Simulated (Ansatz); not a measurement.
Geometry optimisation, RKS PBE0-D4/STO-3G in Ansatz.

Input file:

```yaml
crystal:
  periodic: [false, false, false]
  atoms:
    - { symbol: C, position_ang: [-1.0492, 1.989, -1.0211] }
    - { symbol: C, position_ang: [-0.5422, 0.9845, -0.5056] }
    - { symbol: C, position_ang: [-0.0125, -0.0568, 0.009] }
    - { symbol: Si, position_ang: [0.2811, -0.2333, 1.8079] }
    - { symbol: Si, position_ang: [0.6597, -1.4226, -1.005] }
    - { symbol: H, position_ang: [-1.8602, 2.6016, -0.4958] }
    - { symbol: H, position_ang: [-0.7856, 2.3771, -2.0178] }
    - { symbol: H, position_ang: [-0.3354, -1.5125, 2.2681] }
    - { symbol: H, position_ang: [-0.4758, 0.8675, 2.5869] }
    - { symbol: H, position_ang: [1.6434, -0.2178, 2.2181] }
    - { symbol: H, position_ang: [0.5767, -1.0923, -2.4147] }
    - { symbol: H, position_ang: [-0.1084, -2.6463, -0.7408] }
    - { symbol: H, position_ang: [2.0287, -1.6729, -0.6744] }
basis:
  gaussian: { orbitals: STO-3G }
hamiltonian:
  xc: pbe0
  dispersion: d4
relax:
  f_tol: 0.02
  max_steps: 40
scf:
  lower_state_search: "off"
```

Command:

```bash
$ ansatz run input.yaml --threads 1 --pin off --max-ram 2048MiB --backend cpu --events-out ev --progress --plain --runs-dir out
```

Question: Where does it end, and by what steps?

Answer: It converged. Limits of this set-up: minimal basis. After 7 steps the energy has fallen by 2.010 eV; H7 moved furthest, 0.90 Å.

| step | energy less start (eV) | largest force component (eV/Å) | accepted |
| --- | --- | --- | --- |
| 0 | 0.0000 | 7.021 | yes |
| 1 | -1.1179 | 1.304 | yes |
| 2 | -1.4688 | 1.273 | yes |
| 3 | -1.7567 | 0.811 | yes |
| 4 | -1.9464 | 0.505 | yes |
| 5 | -2.0079 | 0.115 | yes |
| 6 | -1.9914 | 0.386 | no |
| 7 | -2.0101 | 0.013 | yes |

```xyz
13
Properties=species:S:1:pos:R:3
C -1.069 2.025 -1.019
C -0.510 0.967 -0.485
C 0.046 -0.088 0.045
Si 0.295 -0.174 1.891
Si 0.587 -1.496 -1.051
H -2.152 2.095 -1.166
H -0.480 2.889 -1.344
H -0.190 -1.443 2.382
H -0.407 0.900 2.550
H 1.704 -0.083 2.197
H 0.458 -1.138 -2.442
H -0.224 -2.660 -0.779
H 1.962 -1.830 -0.762
```

Time of the run: 13 s on 1 thread of Intel(R) Xeon(R) Platinum 8488C (Sapphire Rapids) (shared host), peak memory 0.12 GiB.
